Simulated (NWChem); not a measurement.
System: pyrimidine (C4H4N2); SMILES c1cncnc1

The following NWChem deck was run.

```
start job
memory heap 200 mb stack 900 mb global 1100 mb
geometry units angstroms noautosym nocenter noautoz
  C     -1.352164    -0.011834     0.000000
  C     -0.607516    -1.190005     0.000000
  N      0.731482    -1.192491     0.000000
  C      1.314085     0.011576     0.000000
  N      0.710438     1.205220     0.000000
  C     -0.628300     1.179229     0.000000
  H     -2.437393    -0.021353     0.000000
  H     -1.093727    -2.164559     0.000000
  H      2.402536     0.021108     0.000000
  H     -1.131532     2.145103     0.000000
end
basis spherical
  * library 6-31g*
end
dft
  xc b3lyp
  iterations 150
end
cosmo
  do_cosmo_smd true
  solvent toluene
end
task dft energy
```

Excerpt of the output:

```
             Northwest Computational Chemistry Package (NWChem) 7.3.0
             --------------------------------------------------------

                             Geometry "geometry" -> ""
                             -------------------------

 Output coordinates in angstroms (scale by  1.889725989 to convert to a.u.)

  No.       Tag          Charge          X              Y              Z
 ---- ---------------- ---------- -------------- -------------- --------------
    1 C                    6.0000    -1.35216400    -0.01183400     0.00000000
    2 C                    6.0000    -0.60751600    -1.19000500     0.00000000
    3 N                    7.0000     0.73148200    -1.19249100     0.00000000
    4 C                    6.0000     1.31408500     0.01157600     0.00000000
    5 N                    7.0000     0.71043800     1.20522000     0.00000000
    6 C                    6.0000    -0.62830000     1.17922900     0.00000000
    7 H                    1.0000    -2.43739300    -0.02135300     0.00000000
    8 H                    1.0000    -1.09372700    -2.16455900     0.00000000
    9 H                    1.0000     2.40253600     0.02110800     0.00000000
   10 H                    1.0000    -1.13153200     2.14510300     0.00000000

 Effective nuclear repulsion energy (a.u.)     208.6172004146

                                 NWChem DFT Module
                                 -----------------

 Summary of "ao basis" -> "ao basis" (spherical)
 ------------------------------------------------------------------------------
       Tag                 Description            Shells   Functions and Types
 ---------------- ------------------------------  ------  ---------------------
 C                           6-31g*                  6       14   3s2p1d
 N                           6-31g*                  6       14   3s2p1d
 H                           6-31g*                  2        2   2s

 in cosmo_initialize ...
 calling solv_data for solv:toluene

 solvent parameters
 solvname_short: toluene
 solvname_long:  toluene
 dielec:        2.3741
 dielecinf:     2.2383
 nonaqueous SMD model solvent descriptors
 dielec:        2.3741
 sola:          0.0000
 solb:          0.1400
 solc:          0.8570
 solg:         40.2000
 solh:          0.0000
 soln:          1.4961

[...]

                                COSMO-SMD solvation results
                                ---------------------------

             internal energy in gas <Psi(g)|H|Psi(g)> =      -264.317896615258
         internal energy in solvent <Psi(s)|H|Psi(s)> =      -264.317385541634
                               delta internal energy  =         0.000511073624 (    0.32 kcal/mol)
   total free energy in solvent <Psi(s)|H+V/2|Psi(s)> =      -264.323332041735
 polarization energy contribution <Psi(s)|V/2|Psi(s)> =        -0.005946500101 (   -3.73 kcal/mol)
    total free energy in solvent including G(SMD-CDS) =      -264.328100150446
                       G(SMD-CDS) energy contribution =        -0.004768108711 (   -2.99 kcal/mol)
     1 M fixed-concentration free energy of solvation =        -0.010203535188 (   -6.40 kcal/mol)

                       DFT Final Molecular Orbital Analysis
                       ------------------------------------

 Vector   19  Occ=2.000000D+00  E=-3.054735D-01
              MO Center=  6.9D-01,  6.0D-03, -4.2D-10, r^2= 3.2D+00
   Bfn.  Coefficient  Atom+Function         Bfn.  Coefficient  Atom+Function
  ----- ------------  ---------------      ----- ------------  ---------------
    31      0.279853   3 N  px               59      0.276394   5 N  px
    34      0.265196   3 N  s                62      0.265171   5 N  s
    60      0.198927   5 N  py               32     -0.194057   3 N  py
    35      0.193777   3 N  px               63      0.191255   5 N  px
     3      0.175553   1 C  px               17     -0.160582   2 C  px

 Vector   20  Occ=2.000000D+00  E=-2.876685D-01
              MO Center= -3.1D-01, -2.7D-03,  2.8D-10, r^2= 2.6D+00
   Bfn.  Coefficient  Atom+Function         Bfn.  Coefficient  Atom+Function
  ----- ------------  ---------------      ----- ------------  ---------------
     5      0.372656   1 C  pz               47     -0.302102   4 C  pz
     9      0.265917   1 C  pz               19      0.206114   2 C  pz
    75      0.206112   6 C  pz               51     -0.198019   4 C  pz
    33     -0.157071   3 N  pz               61     -0.157070   5 N  pz
    23      0.131142   2 C  pz               79      0.131145   6 C  pz

 Vector   21  Occ=2.000000D+00  E=-2.570643D-01
              MO Center=  5.3D-01,  4.7D-03,  4.1D-10, r^2= 3.2D+00
   Bfn.  Coefficient  Atom+Function         Bfn.  Coefficient  Atom+Function
  ----- ------------  ---------------      ----- ------------  ---------------
    60      0.375918   5 N  py               32      0.373459   3 N  py
    64      0.284415   5 N  py               36      0.282631   3 N  py
    46     -0.193993   4 C  py                4      0.190827   1 C  py
     8      0.176590   1 C  py               31     -0.142934   3 N  px
    59      0.136368   5 N  px               34     -0.121465   3 N  s

 Vector   22  Occ=0.000000D+00  E=-4.166761D-02
              MO Center= -1.4D-01, -1.2D-03,  5.9D-12, r^2= 3.0D+00
   Bfn.  Coefficient  Atom+Function         Bfn.  Coefficient  Atom+Function
  ----- ------------  ---------------      ----- ------------  ---------------
    23      0.409680   2 C  pz               79     -0.409719   6 C  pz
    19      0.359169   2 C  pz               75     -0.359191   6 C  pz
    37     -0.345124   3 N  pz               65      0.345099   5 N  pz
    33     -0.304648   3 N  pz               61      0.304623   5 N  pz
    11     -0.032793   1 C  d -1             53      0.032093   4 C  d -1

[...]
```

Level: B3LYP/6-31G* (spherical d), SMD on the gas-phase geometry. All runs use the structure optimised with B3LYP/6-31G* (spherical d). Solvent: toluene.
